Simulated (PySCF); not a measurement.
## Telling isomers of C4H11FOSi2 apart by NMR

- GFN2-xTB geometry
- PBE0/pcSseg-1 with gauge-including orbitals
- code: PySCF
- fast rotation and ring inversion assumed for equivalent nuclei, no solvent model, no relativistic terms, single conformer

Shifts are taken against calculated references (same method and geometry level): TMS for ¹H (σref 31.72) and ¹³C (σref 186.93). Splittings of carbon signals by F and P are missing where no couplings were computed. Where no couplings were computed, multiplicities follow the n + 1 count of equivalent neighbours, and m marks all less simple cases (inequivalent or close neighbours, rings, F or P nearby). Shifts are as computed. Against solution values, carbons near 30 ppm lie about +3 ppm off and those near 130 ppm about +5 ppm. Of 1211 compounds with measured shifts, 218 miss one by over three times the rms of a fit or turn the order of signals round; such compounds aren't used in these exercises.

(1) Tabulate the signals of `CO[C@@H]1[SiH2][Si@H](F)[C@H]1C`, `CCO/C([SiH3])=C/[SiH2]F` and their relative energies.

(2) What is the quickest way to tell CO[C@@H]1[SiH2][Si@H](F)[C@H]1C from CCO/C([SiH3])=C/[SiH2]F?

Results:

(1) 
| SMILES | carbon types | δC | δH | E rel. (kcal/mol) |
| --- | --- | --- | --- | --- |
| CO[C@@H]1[SiH2][Si@H](F)[C@H]1C | 2×CH 2×CH3 | 80.8, 59.9, 45.8, 20.9 | 5.75 (m, 1H), 4.73 (m, 1H), 4.72 (m, 1H), 3.44 (s, 3H), 3.15 (m, 1H), 2.47 (m, 1H), 1.31 (d, 3H) | 2.5 |
| CCO/C([SiH3])=C/[SiH2]F | 1×C 1×CH 1×CH2 1×CH3 | 177.3, 104.5, 64.8, 17.0 | 5.57 (m, 2H), 5.12 (m, 1H), 4.11 (s, 3H), 3.78 (q, 2H), 1.45 (t, 3H) | 0.0 |

Energies are electronic energies at PBE0/pcSseg-1 on these geometries, without zero-point or thermal terms, each for the one conformer computed, which needn't be the lowest.

(2) Both give the same number of carbon signals, but DEPT or the intensities differ. The first has an sp3 CH bonded to Si at 45.8 ppm, the second an alkene carbon bearing oxygen (C) at 177.3 ppm. Their most deshielded carbons lie at 80.8 and 177.3 ppm.
